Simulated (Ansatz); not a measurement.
Geometry optimisation, RKS BHLYP/def2-SVP in Ansatz 0.2.0.

Input:

```yaml
crystal:
  periodic: [false, false, false]
  atoms:
    - { symbol: Ge, position_ang: [0.0, 0.0, 0.0] }
    - { symbol: Ge, position_ang: [0.0, 0.0, 2.75] }
    - { symbol: H, position_ang: [-1.3958, -0.4318, 3.2674] }
    - { symbol: H, position_ang: [1.0719, -0.9929, 3.2674] }
    - { symbol: H, position_ang: [0.324, 1.4247, 3.2674] }
    - { symbol: H, position_ang: [1.4616, 0.0, -0.5162] }
    - { symbol: F, position_ang: [-0.7913, 1.3709, -0.5594] }
    - { symbol: H, position_ang: [-0.73, -1.2648, -0.5162] }
    - { symbol: F, position_ang: [-1.879, 0.006, 0.6243] }
    - { symbol: H, position_ang: [-1.4671, 0.0047, 1.7619] }
basis:
  gaussian: { orbitals: def2-SVP }
hamiltonian:
  xc: { name: BHLYP }
relax:
  f_tol: 0.15
  max_steps: 25
  restrain:
    - { distance: [0, 8], at: 1.68, k: 30.0 }
    - { distance: [9, 1], at: 1.55, k: 30.0 }
    - { distance: [0, 1], at: 3.6, k: 30.0 }
    - { distance: [9, 8], at: 2.12, k: 30.0 }
```

Command:

```bash
$ ansatz run input.yaml --threads 4 --pin off --max-ram 5120MiB --backend cpu --events-out ev --progress --plain --runs-dir out
```

Where does it end, and by what steps?

It converged. The restraints hold the end off the free minimum. After 18 steps the energy has fallen by 3.835 eV (the restraints' own energy left out); F7 moved furthest, 1.75 Å. Parted: Ge1–Ge2 (2.75 → 3.61 Å).

| step | energy less start (eV) | largest force component (eV/Å) | accepted |
| --- | --- | --- | --- |
| 0 | 0.0000 | 5.653 | yes |
| 1 | 1.1949 | 3.151 | yes |
| 2 | 1.3987 | 2.743 | yes |
| 3 | 0.0261 | 2.235 | yes |
| 4 | -1.2108 | 1.530 | yes |
| 5 | -2.1489 | 0.962 | yes |
| 6 | -2.7225 | 1.218 | yes |
| 7 | -3.0878 | 1.414 | yes |
| 8 | -3.3230 | 1.444 | yes |
| 9 | -3.5186 | 1.420 | yes |
| 10 | -3.6929 | 1.085 | yes |
| 11 | -3.7796 | 0.651 | yes |
| 12 | -3.7976 | 0.829 | yes |
| 13 | -3.8172 | 0.690 | yes |
| 14 | -3.8151 | 0.721 | no |
| 15 | -3.8206 | 0.711 | yes |
| 16 | -3.8263 | 0.690 | yes |
| 17 | -3.8323 | 0.678 | yes |
| 18 | -3.8352 | 0.702 | yes |

```xyz
10
Properties=species:S:1:pos:R:3
Ge -0.348 0.170 -0.420
Ge -0.261 -0.192 3.167
H -0.857 -0.863 4.403
H 0.830 -1.093 2.576
H 0.364 1.152 3.545
H 0.629 1.076 0.304
F -0.337 0.633 -2.074
H -0.149 -1.331 -0.358
F -1.926 0.530 0.106
H -1.350 0.035 2.098
```

Run time: 42 s on 4 threads of Arm Neoverse V2, on a shared host, peak memory 0.34 GiB.
